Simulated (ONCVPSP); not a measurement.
## La: one change to an ONCV potential, before and after

* Element: La
* Generator: ONCVPSP 4.0.1
* Type: optimised norm-conserving Vanderbilt (ONCV)
* Functional: PBE
* Relativity: scalar-relativistic
* Frozen core: [Kr] 4d10
* Valence charge: 11
* Reference configuration: 5s2 5p6 5d1 6s1 (charge +1)
* Partial waves: 5s+6s: rc 2.15 bohr, ncon 3, nbas 7, qcut 5.6 1/bohr, 3 projectors, debl 3.6 Ha; 5p: rc 2.70 bohr, ncon 4, nbas 7, qcut 5 1/bohr, 3 projectors, debl 1.8 Ha; 5d: rc 4.00 bohr, ncon 3, nbas 8, qcut 3.9 1/bohr, 1 projector; f scattering state at 0.44 Ha: rc 3.95 bohr, ncon 3, nbas 7, qcut 2.5 1/bohr, 2 projectors, debl 1.7 Ha
* Local potential: polynomial inside 1.35 bohr (lpopt 3, dvloc0 1 Ha)
* Core correction: none

In the f channel the program set the typed energies aside and used -0.374, 1.326 Ha.

Change: p: nbas 9.

Cutoffs: the cutoffs (Ha) at which the residual kinetic energy of the hardest occupied pseudo-wave falls to 1 and 0.1 mHa per electron; they do not see the model core or the augmentation charge, which bear on the density cutoff. Errors are all-electron minus pseudo energies relative to the spin-unpolarised reference configuration.

Question: Predict the effect on cutoff, ghosts and configuration errors.

Answer: The potential gets neither clearly harder nor softer (11 Ha and 13 Ha → 11 Ha and 13 Ha); the errors of the 4 common tests hardly move; neither file shows a bound ghost.

```csv
quantity,base,changed
"cutoff, loose",11 Ha,11 Ha
"cutoff, tight",13 Ha,13 Ha
loose cutoff by channel,"s 11 Ha, p 5.0 Ha, d 4.7 Ha","s 11 Ha, p 4.9 Ha, d 4.7 Ha"
bound ghosts,none,none
GHOST(+) flags under 300 eV,"f at 38.7 eV, s at 115.1 eV, f at 180.4 eV, p at 196.3 eV, f at 282.2 eV","f at 38.7 eV, s at 115.1 eV, f at 180.4 eV, f at 282.2 eV"
"error for 5s2 5p6 5d1 6s2, meV [ΔE -5.97 eV]",0.0,0.0
"error for 5s2 5p6 5d1 6s0, meV [ΔE 10.89 eV]",-5.0,-5.0
"error for 5s2 5p6 5d0 6s0, meV [ΔE 29.84 eV]",+60,+60
"error for 5s2 5p6 5d1 6s0 6p1, meV [ΔE 2.96 eV]",-0.4,-0.3
s: phases at 2.18 bohr within 0.05 rad from the reference energy up to (Ha; the scan ends near 5),to the end of the scan,to the end of the scan
p: phases at 2.74 bohr within 0.05 rad from the reference energy up to (Ha; the scan ends near 5),4.6,4.6
d: phases at 4.07 bohr within 0.05 rad from the reference energy up to (Ha; the scan ends near 5),0.1,0.1
f: phases at 4.02 bohr within 0.05 rad from the reference energy up to (Ha; the scan ends near 5),n/a,n/a
```

Base: The cutoffs count occupied waves only; projector 2 of the f channel, the hardest unoccupied one, needs 30 Ha at the loose tolerance. Changed file: The cutoffs count occupied waves only; projector 2 of the f channel, the hardest unoccupied one, needs 30 Ha at the loose tolerance.
